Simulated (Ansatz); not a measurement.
Reactions of `COC[SiH2]F`.

Program: Ansatz. Geometries: PBE0-D4/def2-TZVP. ΔE: electronic, gas phase. CBS: MP2 limit from def2 TZ/QZ plus the TZ coupled-cluster correction, frozen cores. This one scheme is used for every species, atoms too. Functionals use def2-TZVPP. Open shells (•) are unrestricted, without spin–orbit coupling. Spin–orbit coupling would lower the free atoms: a little for C, F, O, Si. Each species was taken in one conformer, which may not be the lowest.

| reaction | ωB97X-V (kcal/mol) | ωB97M-V (kcal/mol) | CCSD(T)/CBS(def2) (kcal/mol) |
| --- | --- | --- | --- |
| `COC[SiH2]F` + `CO[SiH](O)F` → `CO[SiH](F)O[SiH2]F` + `COC` | -34.9 | -34.7 | -35.7 |
| `COC[SiH2]F` + H₂ → `F[SiH3]` + `COC` | -9.4 | -8.7 | -9.1 |
| `COC[SiH2]F` + `C[SiH2]O` → `C[SiH2]O[SiH2]F` + `COC` | -36.3 | -36.2 | -36.9 |
| `COC[SiH2]F` + `O[Si]1(Cl)CO1` → `CO[Si]1(Cl)CO1` + `OC[SiH2]F` | 2.3 | 2.4 | 2.4 |
| `COC[SiH2]F` + BH₃ → `B[SiH2]COC` + H–F | 34.8 | 35.5 | 33.8 |
| `COC[SiH2]F` + `F[SiH](F)S` → `F[SiH2]S[SiH](F)F` + `COC` | -21.0 | -21.0 | -21.4 |
| `COC[SiH2]F` → `CO[SiH2]F` + `[CH2]` (triplet) | 66.6 | 64.1 | 62.4 |
| `COC[SiH2]F` + H–F → `COCF` + `F[SiH3]` | 3.6 | 4.9 | 7.1 |
| `COC[SiH2]F` → 2 C• + F• + 7 H• + O• + Si• | 1063.8 | 1062.9 | 1062.6 |
| `COC[SiH2]F` + H₂O → `COC[SiH2]O` + H–F | 9.6 | 9.4 | 9.4 |

Largest T1 diagnostic: 0.012, for `F[SiH2]S[SiH](F)F`.
